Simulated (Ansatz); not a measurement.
Geometry optimisation, Ansatz, RKS B3LYP/def2-SVP.

Input file:

```yaml
crystal:
  periodic: [false, false, false]
  atoms:
    - { symbol: Al, position_ang: [0.0, 0.0, 0.0] }
    - { symbol: F, position_ang: [0.0, 0.0, 1.69] }
    - { symbol: "N", position_ang: [1.6627, 0.0, -0.96] }
    - { symbol: H, position_ang: [2.1293, -0.9179, -1.2118] }
    - { symbol: H, position_ang: [2.1141, 0.9179, -1.2382] }
    - { symbol: "N", position_ang: [-1.6627, 0.0, -0.96] }
    - { symbol: H, position_ang: [-2.3316, -0.8164, -0.8614] }
    - { symbol: H, position_ang: [-1.9118, 0.8164, -1.5886] }
basis:
  gaussian: { orbitals: def2-SVP }
hamiltonian:
  xc: b3lyp
relax:
  f_tol: 0.02
  max_steps: 40
```

Command:

```bash
$ ansatz run input.yaml --threads 1 --pin off --max-ram 2048MiB --backend cpu --events-out ev --progress --plain --runs-dir out
```

Problem. Where does it end, and by what steps?

Solution. The forces met the threshold. After 10 steps the energy has fallen by 1.296 eV; H4 moved furthest, 1.26 Å.

```
step  energy less start (eV)  largest force component (eV/Å)  accepted
   0                  0.0000                           2.120       yes
   1                 -0.6682                           1.148       yes
   2                 -0.9214                           0.717       yes
   3                 -1.0223                           0.403       yes
   4                 -1.1213                           0.299       yes
   5                 -1.1890                           0.289       yes
   6                 -1.2415                           0.256       yes
   7                 -1.2784                           0.187       yes
   8                 -1.2931                           0.098       yes
   9                 -1.2961                           0.026       yes
  10                 -1.2964                           0.006       yes
```

```xyz
8
Properties=species:S:1:pos:R:3
Al -0.003 0.035 -0.099
F -0.011 0.142 1.567
N 1.558 0.097 -0.924
H 1.708 0.028 -1.925
H 2.448 0.202 -0.447
N -1.555 -0.133 -0.926
H -2.450 -0.177 -0.448
H -1.695 -0.193 -1.929
```

Whether the end is a true minimum wasn't checked by a vibrational analysis.

Run time: 17 s on 1 thread of Intel(R) Xeon(R) 6975P-C (Granite Rapids) (shared host), peak memory 0.16 GiB.
